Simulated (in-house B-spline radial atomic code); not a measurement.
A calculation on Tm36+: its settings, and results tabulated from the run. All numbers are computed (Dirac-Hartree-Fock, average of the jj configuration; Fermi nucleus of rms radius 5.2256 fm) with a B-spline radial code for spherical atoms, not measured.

In the input, a minus or plus after the letter marks the j = l - 1/2 or j = l + 1/2 subshell.

Command:
```bash
python run_scf.py task.json out
```
Settings (nuclear radius in fm, mass in u):
```
Z                69
configuration    1s2 2s2 2p6 3s2 3p6 3d10 4s2 4p-2 4p+1
hamiltonian      dirac
method           hf
spin_polarised   False
nucleus          fermi
rms_radius       5.2256
atomic_mass      168.93422
speed_of_light   137.035999084
```

Output (hartree, bohr):
```
 radial grid: 58 intervals, B-splines of order 8, outer radius 2.8338 bohr

 iter        energy (Eh)    residual
    1      -12710.380356    6.96e+00
    2      -12814.962912    1.24e+00
    3      -12817.877827    5.13e-01
    4      -12818.382674    2.15e-01
    5      -12818.483558    3.64e-02
    6      -12818.486828    2.59e-04
    7      -12818.486828    2.05e-05
    8      -12818.486828    3.20e-07

 total energy                    -12818.48683
 kinetic                           14269.3181
 electron-nucleus                 -29758.2470
 electron-electron                  2670.4421

 first-order corrections (not in the total)
   Gaunt                            14.6800
   retardation                      -1.5200
   frequency dependence             -0.2272
   self-energy                      10.7524
   Uehling                          -1.8729
   Wichmann-Kroll                    0.0668
   recoil                            0.0272

 orbital      occ     eigenvalue          <r>       <r^2>       <1/r>     <1/r^3>       <r^4>       r_max    small
 1s1/2      2.000     -2252.3736    0.0200086 0.000548391     79.0666           - 8.08491e-07     0.01261  6.69e-02
 2s1/2      2.000      -431.2047    0.0841211  0.00842127     19.0972           - 0.000123403     0.07196  1.50e-02
 2p1/2      2.000      -412.9594    0.0700506  0.00608285     19.0224           - 7.57654e-05     0.05405  1.50e-02
 2p3/2      4.000      -376.6852    0.0773872  0.00728896     16.4302     12819.8 0.000104289     0.06034  1.38e-02
 3s1/2      2.000      -140.0770     0.216778   0.0537522     7.11297           -  0.00432044      0.2016  5.02e-03
 3p1/2      2.000      -132.1875     0.206536   0.0495569     7.01991           -  0.00383771      0.1895  4.95e-03
 3p3/2      4.000      -124.0388     0.219665   0.0558459     6.35399     2927.04  0.00482754      0.2023  4.60e-03
 3d3/2      4.000      -110.9472     0.192988   0.0435367     6.21788     498.582  0.00328745      0.1593  4.45e-03
 3d5/2      6.000      -109.1677     0.196971   0.0452131     6.05851     435.128  0.00351581      0.1628  4.35e-03
 4s1/2      2.000       -64.2015     0.442933     0.22021     3.34353           -   0.0670486      0.4344  2.06e-03
 4p1/2      2.000       -60.9065     0.441265    0.220004     3.27217           -    0.067979      0.4314  2.00e-03
 4p3/2      1.000       -58.5332     0.459654    0.238558     3.06886      912.52   0.0796099      0.4517  1.92e-03
```


For the Dirac Hamiltonian the kinetic term is c α·p + (β - 1)c².
